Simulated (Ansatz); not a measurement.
Gas-phase reaction in SMILES: O=[Si]=O [dioxosilane] → [Si](=O)=O as triplet, charge 0 (to the triplet)

Wanted: adiabatic triplet-singlet gap, E(triplet) - E(singlet) (0 K, with zero-point energies), in eV. Set-up: UHF or UKS for open shells; non-relativistic; no dispersion term unless named; LANL2DZ with its own core potentials from Na on; no spin-orbit coupling. Ab initio and DFT rows: single points at B3LYP-D3(BJ) geometries (Ansatz, a quantum-chemistry and plane-wave program), with unscaled harmonic terms from B3LYP/6-31G* (Ansatz) at its own minima. Levels can end on unlike triplets.

```csv
species,coefficient,"E at B3LYP/LANL2DZ (Ansatz), Eh","E at wB97M-V/def2-TZVPD (Ansatz), Eh","zero-point energy, kcal/mol"
O=[Si]=O,-1,-154.27007,-439.97644,4.23
"O=[Si]=O as triplet, charge 0",+1,-154.21204,-439.88391,2.75
```

 1 Eh = 27.2114 eV and 1 eV = 23.0605 kcal/mol.

### Question
Compute it at each level from the table.

### Answer

- B3LYP/LANL2DZ: the sum of coefficient times E is 0.05803 Eh, or 1.579 eV; the thermal terms add -0.064. Result: 1.51 eV.
- wB97M-V/def2-TZVPD: the sum of coefficient times E is 0.09253 Eh, or 2.518 eV; the thermal terms add -0.064. Result: 2.45 eV.
